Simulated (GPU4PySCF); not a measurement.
**Computed properties of C16H10, SMILES c1ccc2c3c1ccc1c3c(cc2)ccc1**

C16H10, SMILES c1c2c3c4c(cccc4ccc3cc1)cc2. The structure is a stationary point at ωB97X-D3(BJ)/def2-TZVP. The values are those of a single conformer. All values are computed for the isolated molecule unless a solvent is named; none is compared with measurement here.

**Structure.** The optimised structure has D2h symmetry. All 72 harmonic modes at ωB97X-D3(BJ)/def2-TZVP (GPU4PySCF) are real, so it is a minimum. With heavy atoms numbered as in [cH:1]1[cH:2][c:3]2[cH:4][cH:5][c:6]3[cH:7][cH:8][cH:9][c:10]4[cH:11][cH:12][c:13]([cH:14]1)[c:15]2[c:16]34, the shortest bond between them is C4–C5 at 1.348 Å and the longest C10–C11 at 1.443 Å.

**Vibrations.** The strongest infrared lines (harmonic, unscaled, degenerate partners summed) lie at 881 cm⁻¹ (98 km/mol, C 54 %, H 46 %), 3209 cm⁻¹ (52 km/mol, H 91 %, C 9 %), 3217 cm⁻¹ (49 km/mol, H 91 %, C 9 %). The softest mode is at 98 cm⁻¹ and the zero-point energy is 131.4 kcal/mol.

**Electronic structure.** M06-2X/def2-TZVPD (GPU4PySCF) places the frontier levels at -6.80 and -0.98 eV, a gap of 5.82 eV, and gives a dipole moment of 0.00 D and a mean polarisability of 192.3 bohr³. PBE/def2-TZVPD (GPU4PySCF) at the same geometry gives -5.14 and -2.37 eV, so its gap is 3.05 eV narrower. An orbital gap is neither the optical nor the fundamental gap.

**Excitations.** TDA-ωB97X/def2-SVPD (GPU4PySCF) has S1 at 4.23 eV (293 nm, f = 0.001, dark); the most intense of the 12 singlets computed lies at 6.19 eV (f = 1.74). T1 (TDA) is at 2.70 eV, 1.53 eV under S1. TDA-PBE/def2-SVPD (GPU4PySCF) puts S1 at 3.58 eV. No vertical singlet excitation falls in the visible range (under 3.1 eV).

**NMR.** GIAO shifts at PBE0/pcSseg-1 (GPU4PySCF) (non-relativistic, atoms alike by connectivity averaged): ¹³C from 127.8 to 135.6 ppm against TMS; ¹H from 8.4 to 8.5 ppm against TMS.

**Solvation.** SMD-M06-2X/def2-SVP (GPU4PySCF) gives -3.6 kcal/mol in water, -9.5 kcal/mol in methanol, -9.0 kcal/mol in 1-octanol, -11.2 kcal/mol in benzene (1 M in both phases, gas-phase geometry); of these solvents benzene holds the molecule best.
